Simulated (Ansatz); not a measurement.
Ansatz (a program for electronic structure) input:

Ansatz 0.2 input:
```yaml
crystal:
  periodic: [false, false, false]
  atoms:
    - {symbol: Zn, position_ang: [-0.35261563, -0.22042882, -0.28313080]}
    - {symbol: C, position_ang: [1.09707615, 0.68580963, 0.88089131]}
    - {symbol: H, position_ang: [1.62254981, -0.09468543, 1.42965800]}
    - {symbol: H, position_ang: [0.59808928, 1.37333936, 1.56262069]}
    - {symbol: H, position_ang: [1.77537304, 1.21935279, 0.21629743]}
basis:
  gaussian:
    orbitals: def2-TZVPD
hamiltonian:
  xc: {name: revPBE}
magnetization: {spin_polarized: true, initial_magnetization: 1}
output: {forces: true}
```

Which total energy does the run end on?

-1819.14757 Eh (revPBE/def2-TZVPD). The basis has 115 functions.

The spin state was set by rule; other spins were not relaxed.
